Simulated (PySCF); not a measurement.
# Arsenic: a sound run and one with changed settings

Sound run: As+ [Ar] 3d10 4s2 4p2, As(2+) [Ar] 3d10 4s2 4p1. Calculation: PySCF 2.14, in 6-31G* (5s4p3d, 32 functions); no relativity, point nucleus. The sound run starts from symmetry-adapted Hartree-Fock orbitals and uses a fine grid where one is needed.

Changed run: radial step 1.2 in ln r (0.13 in the sound run). This setting is unsound on purpose.

```
species  method  sound run (hartree)  changed run (hartree)  converged
    As+     UHF          -2233.55463            -2233.55463        yes
    As+  r2SCAN          -2235.13555            -2218.96315        yes
    As+    MN15          -2235.47913            -2235.86696        yes
 As(2+)     UHF          -2232.89181            -2232.89181        yes
 As(2+)  r2SCAN          -2234.44351            -2218.23105        yes
 As(2+)    MN15          -2234.79024            -2235.16484        yes
```

Ionisation energy of As+:

| method | sound run (eV) | changed run (eV) |
| --- | --- | --- |
| UHF | 18.036 | 18.036 |
| r2SCAN | 18.831 | 19.922 |
| MN15 | 18.746 | 19.106 |

A coarse radial grid mis-integrates the density and the exchange-correlation energy, with errors of either sign; Hartree-Fock needs no grid.

For comparison, NIST gives 18.589 eV between the lowest levels.
